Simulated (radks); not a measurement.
Valence configurations of P III (all share [Ne]). Calculated with a radial shooting solver on a logarithmic mesh with Libxc functionals: scalar-relativistic Kohn-Sham, LDA (Slater exchange, Perdew-Wang correlation), spin-polarised, spherical densities, finite nucleus; open shells are filled with parallel spins first; Fermi nuclear charge, rms radius 3.1889 fm. Energies are relative to 3s2 3p1; eigenvalues in eV for spin up.

valence      E (eV)  moment (Bohr magnetons)    e(3p)    e(3s)
3s2 3p1       0.000                        1  -24.888  -34.538
3s1.5 3p1.5   3.898                        2  -25.584  -35.310
3s1 3p2       7.052                        3  -26.170  -35.962
3s0.5 3p2.5  11.954                        3  -26.436  -36.252
3p3          16.867                        3  -26.695        -

NIST lists [Ne] 3s2 3p1 as the ground configuration; this level of theory agrees among the configurations tried. The energies are those of spherical high-spin densities, not of single terms.
